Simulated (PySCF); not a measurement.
[Ag(NH3)2]+ (charge +1 and singlet state).
Structure used (PBE0-D3(BJ)/def2-SVP), in Å, numbered top down from 1:
```
atom  x, y, z in Å
Ag1    0.018   -0.013   -0.003
N2    -0.002   -0.032    2.139
H3    -0.442    0.803    2.530
H4     0.937   -0.077    2.541
H5    -0.515   -0.831    2.519
N6     0.033    0.016   -2.145
H7    -0.910   -0.001   -2.539
H8     0.526   -0.785   -2.547
H9     0.487    0.851   -2.522
```

Level of theory: PBE0-D3(BJ)/def2-SVP geometry optimisation, gas phase, def2 core potentials past Kr (PySCF).

**Question.** Which atoms are bound to Ag1, and at what distances?

**Answer.** 2 atoms: N6 2.143 Å, N2 2.143 Å. The nearest atom not counted as bound is H7, at 2.70 Å (others tie with it).

**Question.** What is the shape at Ag1?

**Answer.** Linear: angle 179.7°.

**Question.** What are the other bond lengths?

**Answer.** N2–H3 and 5 like bonds 1.022 Å.

Charge +1, singlet. Stationary, but not proved a minimum.

Hardware: Intel Xeon 6975P-C, one thread, on a shared host. Cost: 16 s wall, 0.36 GiB resident at most. That covers the optimisation of the geometry.
